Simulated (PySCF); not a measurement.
Computed with PBE-D3(BJ)/def2-TZVP // B3LYP-D3(BJ)/def2-TZVP (PySCF 2.14.0). Gas-phase values, no solvent. One relaxed conformer stands for a flexible species; it need not be the lowest. 

Reference species (SMILES): `C=C[SiH]=C` (C–C–Si–C torsion 14°) (neutral, multiplicity 1).

```yaml
LUMO: -2.48 eV
HOMO–LUMO gap: 2.81 eV
```

Changed species: `C1CC[SiH]=1`.

**Question.** What does the change do to the LUMO and HOMO–LUMO gap?

**Answer.** the LUMO rises by 0.86 eV, to -1.62 eV; the HOMO–LUMO gap rises by 0.57 eV, to 3.38 eV.
